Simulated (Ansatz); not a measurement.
C2H8SSi, SMILES `[SiH3]CCS`. Total charge 0; spin multiplicity 1. Geometry: relaxed with PBE0-D4/def2-TZVP. It is one conformer, not always the lowest.

```xyz
12

Si    1.398   -0.627    0.916
C     0.025    0.498    0.290
C    -0.935   -0.205   -0.653
S    -2.335    0.811   -1.206
H     2.199   -1.151   -0.225
H     2.302    0.118    1.832
H     0.817   -1.786    1.648
H    -0.521    0.901    1.149
H     0.485    1.356   -0.211
H    -0.417   -0.597   -1.531
H    -1.410   -1.058   -0.161
H    -1.609    1.740   -1.849
```

Question: What is the dipole moment at r2SCAN/def2-TZVPP? (An estimate is asked.)

Answer: The calculation gave: 1.11 D, with components (1.09, 0.18, -0.01) D in this frame, pointing from negative to positive charge.

Question: And with PBE, B3LYP, ωB97M-V? (Estimate.)

Answer: Ansatz gave: PBE 1.02 D, B3LYP 1.06 D, ωB97M-V 1.05 D.

Question: Give the Mulliken charges with r2SCAN, PBE, ωB97M-V in def2-TZVPP. (Estimate.)

Answer: Ansatz gave: 
```json
{"atom": "Si1", "r2SCAN": "0.28", "PBE": "0.19", "ωB97M-V": "0.17"}
{"atom": "C2", "r2SCAN": "-0.17", "PBE": "-0.19", "ωB97M-V": "-0.29"}
{"atom": "C3", "r2SCAN": "-0.04", "PBE": "-0.13", "ωB97M-V": "-0.23"}
{"atom": "S4", "r2SCAN": "-0.20", "PBE": "-0.20", "ωB97M-V": "-0.16"}
{"atom": "H5", "r2SCAN": "-0.07", "PBE": "-0.06", "ωB97M-V": "-0.03"}
{"atom": "H6", "r2SCAN": "-0.07", "PBE": "-0.05", "ωB97M-V": "-0.03"}
{"atom": "H7", "r2SCAN": "-0.07", "PBE": "-0.06", "ωB97M-V": "-0.03"}
{"atom": "H8", "r2SCAN": "0.06", "PBE": "0.10", "ωB97M-V": "0.12"}
{"atom": "H9", "r2SCAN": "0.05", "PBE": "0.08", "ωB97M-V": "0.10"}
{"atom": "H10", "r2SCAN": "0.08", "PBE": "0.11", "ωB97M-V": "0.14"}
{"atom": "H11", "r2SCAN": "0.07", "PBE": "0.11", "ωB97M-V": "0.13"}
{"atom": "H12", "r2SCAN": "0.08", "PBE": "0.10", "ωB97M-V": "0.10"}
```

B3LYP here is the variant with VWN-RPA as its local correlation; programs differ in this.
